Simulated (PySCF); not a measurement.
H2O2Pt, neutral, multiplicity 3. Atoms are numbered in the order given.

```xyz
5

Pt     0.0000     0.0000    -0.0304
O      1.8683    -0.0726     0.0610
H      2.3615     0.4595     0.6965
O     -1.8683     0.0726     0.0610
H     -2.3615    -0.4595     0.6965
```
Charge 0, spin multiplicity 3.

Geometry: B3LYP-D3(BJ)/def2-TZVP. The multiplicity is an assumed one; other spin states were not compared. The def2 effective core potentials stand for the cores of Pt; spin–orbit coupling is left out. The values are those of a single conformer.

The numbers are results of M06-2X/def2-TZVPD run with PySCF, not measurements.

Mulliken values depend strongly on the basis, most of all with diffuse functions as here. ESP charges are fitted to the potential on shells at 1.4 to 2.0 van der Waals radii. Atomic charges (e):

| atom | Mulliken | ESP fit | Mulliken spin |
|---|---|---|---|
| Pt1 | 0.63 | 0.33 | 1.57 |
| O2 | -0.67 | -0.51 | 0.21 |
| H3 | 0.35 | 0.35 | 0.01 |
| O4 | -0.67 | -0.51 | 0.21 |
| H5 | 0.35 | 0.35 | 0.01 |
